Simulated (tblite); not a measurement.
Compound: C3H10B3N3.
SMILES with atom numbers: `[CH2:1]=[CH:2][CH2:3][N:4]1[BH:5][NH:6][BH:7][NH:8][BH:9]1` (hydrogens: H10, H11 on C1; H12 on C2; H13, H14 on C3; H15 on B5; H16 on N6; H17 on B7; H18 on N8; H19 on B9)

Cartesian coordinates in Å at the GFN2-xTB level; atoms count from 1:
```
atom  x, y, z in Å
C1     2.2827    0.5912   -0.8685
C2     2.3574    0.2574    0.4051
C3     1.1974   -0.1649    1.2649
N4    -0.0757   -0.1751    0.5689
B5    -0.4785   -1.3404   -0.1379
N6    -1.6920   -1.2948   -0.8672
B7    -2.5187   -0.1476   -0.9289
N8    -2.0721    0.9848   -0.2067
B9    -0.8694    1.0033    0.5418
H10    3.1523    0.8857   -1.4314
H11    1.3433    0.5823   -1.3957
H12    3.3073    0.2687    0.9251
H13    1.1447    0.5181    2.1215
H14    1.4141   -1.1667    1.6558
H15    0.1732   -2.3187   -0.1127
H16   -1.9786   -2.1236   -1.3649
H17   -3.5182   -0.1372   -1.5455
H18   -2.6362    1.8206   -0.2220
H19   -0.5429    1.9662    1.1326
```

Computed values, GFN2-xTB/tblite, gas phase, harmonic and unscaled. This tight-binding method is rough: wavenumbers can miss measured ones by several per cent, in bad cases by 10 to 20. Modes of hydrogen on boron can be 10 to 20 % off. One conformer, not necessarily the lowest.

Harmonic wavenumbers (cm⁻¹): 36.2, 90.3, 104.7, 208.7, 263.9, 347.5, 357.2, 413.3, 428.1, 502.8, 550.7, 583.2, 676.8, 711.3, 734.7, 789.5, 802.3, 819.7, 891.1, 895.6, 941.5, 950.6, 956.5, 974.0, 1022.9, 1033.8, 1041.8, 1082.3, 1124.3, 1181.3, 1209.5, 1234.4, 1285.5, 1292.3, 1319.6, 1333.5, 1403.0, 1403.8, 1415.8, 1454.4, 1720.4, 2573.0, 2577.9, 2591.6, 2896.7, 2920.2, 3047.0, 3103.0, 3127.4, 3462.5, 3464.6.

A = 3257, B = 1128, C = 1048 MHz; mass 121.115 u (most abundant isotopes); point group Cs, symmetry number 1.

**Question.** Zero-point energy?

**Answer.** ½Σν̃ = 32676 cm⁻¹ = 390.90 kJ/mol.

**Question.** Give the ideal-gas entropy at 273.15 K and 1 bar in the rigid-rotor, harmonic-oscillator model (classical rotation).

**Answer.** Translation 166.86, rotation 119.47, vibration 93.78: S = 380.1 J/(mol K).

**Question.** And Cp and H(273.15 K) − H(0)?

**Answer.** Cp = 143.15 J/(mol K), of which vibrations give 109.89 (their classical limit is 51 R = 424.0); H(273.15 K) − H(0) = 22.86 kJ/mol without the zero-point energy, 13.78 from vibrations.

**Question.** Which modes carry the vibrational entropy at 273.15 K?

**Answer.** 36.2 cm⁻¹: 22.11; 90.3 cm⁻¹: 14.57; 104.7 cm⁻¹: 13.37; 208.7 cm⁻¹: 7.93; 263.9 cm⁻¹: 6.21; 347.5 cm⁻¹: 4.36 J/(mol K); the other 45 give 25.23 together.

**Question.** How do the functions run with temperature in this model?

**Answer.** 
```json
{"T (K)": "50", "S (J/(mol K))": "242.5", "Cp (J/(mol K))": "50.9", "H − H(0) (kJ/mol)": "2.06", "G − H(0) (kJ/mol)": "-10.07", "ln q(vib)": "0.57"}
{"T (K)": "100", "S (J/(mol K))": "282.8", "Cp (J/(mol K))": "67.4", "H − H(0) (kJ/mol)": "5.01", "G − H(0) (kJ/mol)": "-23.26", "ln q(vib)": "1.56"}
{"T (K)": "298.15", "S (J/(mol K))": "393.2", "Cp (J/(mol K))": "155.4", "H − H(0) (kJ/mol)": "26.59", "G − H(0) (kJ/mol)": "-90.63", "ln q(vib)": "5.77"}
{"T (K)": "373.15", "S (J/(mol K))": "431.9", "Cp (J/(mol K))": "190.8", "H − H(0) (kJ/mol)": "39.60", "G − H(0) (kJ/mol)": "-121.58", "ln q(vib)": "7.50"}
{"T (K)": "500", "S (J/(mol K))": "495.1", "Cp (J/(mol K))": "240.9", "H − H(0) (kJ/mol)": "67.12", "G − H(0) (kJ/mol)": "-180.41", "ln q(vib)": "10.54"}
{"T (K)": "750", "S (J/(mol K))": "606.5", "Cp (J/(mol K))": "307.4", "H − H(0) (kJ/mol)": "136.38", "G − H(0) (kJ/mol)": "-318.48", "ln q(vib)": "16.60"}
{"T (K)": "1000", "S (J/(mol K))": "701.0", "Cp (J/(mol K))": "348.8", "H − H(0) (kJ/mol)": "218.78", "G − H(0) (kJ/mol)": "-482.24", "ln q(vib)": "22.37"}
```

q(vib) and H(0) count from the zero-point level.

**Question.** Blend soft modes into free rotors: weight 1/[1 + (100 cm⁻¹/ν̃)⁴] for the oscillator and the rest for a rotor with moment μB/(μ + B), μ = h/(8π²ν), B = 10⁻⁴⁴ kg m². What vibrational entropy results?

**Answer.** 85.26 J/(mol K) in place of 93.78, which changes −T·S at 273.15 K by +2.33 kJ/mol.

**Question.** What must be added to the electronic energy to get the Gibbs energy at 273.15 K and 1 bar?

**Answer.** ZPE + [H(273.15 K) − H(0)] − T·S = 390.90 + 22.86 − 103.83 = 309.93 kJ/mol.

Hindered rotation and anharmonicity are outside this model. Other conformers, if any are populated, would add a mixing term that is left out.

Hardware: Intel Xeon at 2.50 GHz, one thread, no GPU (shared host). Cost: 2.1 s. This covers the Hessian and the dipole derivatives.
